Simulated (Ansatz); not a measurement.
Gas-phase electronic energies from Ansatz, PBE0-D4/def2-TZVP geometries. CBS: MP2 limit from def2 TZ/QZ plus the TZ coupled-cluster correction, frozen cores. This one scheme is used for every species. Functionals use def2-TZVPP. Open shells (•) are unrestricted, without spin–orbit coupling. For Ge outer-core shells are correlated without core-valence functions, which leaves a few kJ/mol of doubt a bond. Scalar relativity is left out up to krypton.

Consider the hydrogen abstraction from a Ge–H bond: `N#[C][GeH3]` + `[SiH3]`• → `N#[C][GeH2]`• + SiH₄.

CCSD(T)/CBS gives -23.9 kJ/mol.

Q: Another level gave -27.8 kJ/mol. Which?
A. revPBE-D4/def2-TZVPP
B. BLYP/def2-TZVPP
C. LC-ωPBE/def2-TZVPP
D. SCS-MP2/def2-TZVPP

A: A. revPBE-D4 -27.8, LC-ωPBE -21.3, BLYP -33.1, SCS-MP2/def2-TZVPP -14.4 kJ/mol.

Largest T1 diagnostic among the species: 0.020.

In def2-TZVPP, CCSD(T) changes the Hartree–Fock value by +4.2 kJ/mol (the triples alone add +0.2 kJ/mol) and MP2 by +15.1 kJ/mol. Leaving LDA and LC-ωPBE aside and taking each functional with its dispersion term where it has one, the values, not all of them listed here, spread over 11.7 kJ/mol, from ωB97M-V to B97M-V.
